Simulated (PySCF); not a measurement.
## Correlation energy of Pd¹⁸⁺ (palladium, charge +18)

Starting occupation: [Ar] 3d10. All numbers are calculated (PySCF 2.14, X2C-1e with screened-nucleus spin-orbit coupling, Gaussian nucleus, in an uncontracted even-tempered set (19 s from 0.6 bohr⁻², ratio 2.6; 15 p from 0.78 bohr⁻², ratio 2.6; 10 d from 0.78 bohr⁻², ratio 2.6; 6 f from 0.8 bohr⁻², ratio 2.8)). Frozen: [Ar]; 10 electrons correlated; the 100 highest virtual spinors left out.

MP2 pair energies summed by pair of shells (mhartree):

```csv
pair,energy,share (%)
3d3/2-3d5/2,-186.89,49.8
3d5/2-3d5/2,-131.70,35.1
3d3/2-3d3/2,-56.68,15.1
```

Total MP2 correlation energy: -375.26 mhartree.

The virtual space was cut to 70 spinors, which keep -368.97 of the -375.26 mhartree of MP2 correlation.

```
  level  correlation energy (mhartree)
   CCSD                        -361.68
    (T)                          -0.64
CCSD(T)                        -362.32
```

Diagnostics: T1 = 0.00016, largest double amplitude 0.009.

Problem. Is a single reference adequate?

Solution. Yes: T1 lies below 0.03 and no double amplitude reaches 0.07.

At this charge the one-electron X2C treatment keeps the bare 1/r₁₂, with no two-electron picture change or Breit term. The effect here is smaller than on the frozen 1s shell.
